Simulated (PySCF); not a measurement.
# One molecule, several mistakes: GeH5O2Si cation

Calculated results; nothing here was measured. The program is PySCF 2.14.0, an open-source quantum chemistry code, run on an isolated molecule that a program drew, which may never have been made. The molecule is GeH5O2Si cation (charge +1, singlet), drawn as the SMILES string `[OH][GeH+][O][SiH3]`.

Each row is a Hartree-Fock (HF) and frozen-core CCSD(T) single point in the cc-pV(D+d)Z basis, meant for a local HF minimum. Run 1 is clean. Each other run has one planted mistake out of seven kinds, and not every kind appears here: one electron removed, one electron added, multiplicity raised by two, geometry at a saddle point, minimal basis STO-3G, one bond length entered in bohr, all coordinates scaled. The reference is restricted for singlets and unrestricted otherwise, and also for a bond in bohr. Adding or removing an electron swaps singlet and doublet. Electrons count all cores. HOMO and LUMO are orbital energies over both spins, the gradient is its largest component, and the lowest frequency (negative if imaginary) is given only where the gradient is small. Bond lengths are over the 8 bonds as drawn. T1 is the CCSD diagnostic: over 0.02 (restricted) or 0.045 (unrestricted) a single reference is doubtful. Germanium has the cc-pVDZ-PP basis, with a core potential (ECP10MDF) in place of its 10 inner electrons, and its 3s, 3p and 3d shells are frozen in CCSD(T).

Geometry of the clean run:
```xyz
9
GeH5O2Si cation, angstrom
O     3.0920   -1.2727   -0.4060
Ge    1.4021   -1.3614   -0.4133
O     0.5440   -0.0334   -0.9396
Si   -0.8776    0.8803   -1.3193
H     3.5423   -0.4829   -0.6959
H     0.7975   -2.6465    0.0611
H    -2.0124    0.0055   -0.9952
H    -0.8069    2.0667   -0.4631
H    -0.7710    1.1722   -2.7508
```

| run | electrons | basis functions | <S^2> | HOMO (eV) | LUMO (eV) | gradient (hartree/bohr) | lowest frequency (cm^-1) | mean bond (Å) | longest bond (Å) | T1 | HF (hartree) | CCSD(T) (hartree) | mistake |
|---|---|---|---|---|---|---|---|---|---|---|---|---|---|
| 1 | 66 | 99 | 0.000 | -17.25 | -4.15 | 8.0e-06 | 36 | 1.4926 | 1.732 | 0.0175 | -734.75448 | -735.35453 | no fault |
| 2 | 66 | 99 | 2.043 | -11.91 | -7.71 | 1.5e-01 | - | 1.4926 | 1.732 | 0.0525 | -734.55694 | -735.12500 | multiplicity raised by two |
| 3 | 67 | 99 | 0.772 | -5.56 | 2.48 | 7.2e-02 | - | 1.4926 | 1.732 | 0.0152 | -734.93228 | -735.53643 | one electron added |
| 4 | 66 | 99 | 1.019 | -16.09 | -5.43 | 2.8e-02 | - | 1.6808 | 3.198 | 0.0192 | -734.65343 | -735.20825 | one bond length entered in bohr |
| 5 | 65 | 99 | 0.780 | -23.26 | -14.94 | 1.2e-01 | - | 1.4926 | 1.732 | 0.0443 | -734.16355 | -734.75123 | ? |
| 6 | 66 | 99 | 0.000 | -17.32 | -4.10 | 9.5e-03 | - | 1.4762 | 1.713 | 0.0169 | -734.75320 | -735.35020 | ? |

**Which mistake was planted in run 5, and what did it cost?**

It counts 65 electrons, one fewer than the clean run, at the same geometry and basis. So the mistake is: one electron removed. Subtracting run 1 and multiplying by 627.51 kcal/mol a hartree, the energy moved by 370.8 kcal/mol in HF and 378.6 kcal/mol in CCSD(T).

**Which mistake was planted in run 6, and what did it cost?**

The mean and the longest bond both change by the same factor, 0.989, and the gradient is no longer small. So the mistake is: all coordinates scaled. Subtracting run 1 and multiplying by 627.51 kcal/mol a hartree, the energy moved by 0.8 kcal/mol in HF and 2.7 kcal/mol in CCSD(T).

Cautions from the logs. Run 2: T1 is over the limit, so its CCSD(T) energy is less reliable.
